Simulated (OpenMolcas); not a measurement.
An OpenMolcas run meant for Ar⁺ (ANO-L-VDZP, non-relativistic; inactive shells 1s 2s 2p; intended active space 7 electrons in 4 orbitals (3s 3p)). One step of its input:

```
&CASPT2
Multistate=3 1 2 3
Frozen=1 0
IPEA=0.25
Shift=2.0
MaxIter=60
WThr=0.0 0.3 0.05
PrWF=0.5
NoMix
```

The run finished. Its levels beside those of a sound run (SS-CASPT2, IPEA 0.25 Eh, imaginary shift 0.1 Eh (closed shells correlated: 2s 2p)), in eV above each run's lowest level:

```tsv
Level	This run	Usual run
3s² 3p⁵ ²P°_3/2	0.0000	0.0000
3s² 3p⁵ ²P°_1/2	0.1705	0.1705
3s 3p⁶ ²S_1/2	16.6101	15.4109
```

Which setting is unsound, and how much does it matter here?

The level shift is far above the usual 0.1 to 0.3 hartree and damps the second-order energy. Against the sound run the excited levels shown move by 4800 cm-1 on average and by 9700 cm-1 at most.

Over all roots computed the reference weight is 0.88 to 0.95 in the sound run; the roots of lowest weight are the least certain, and an intruder state may touch them. Levels of configurations outside the active space are missing.

° marks odd parity.
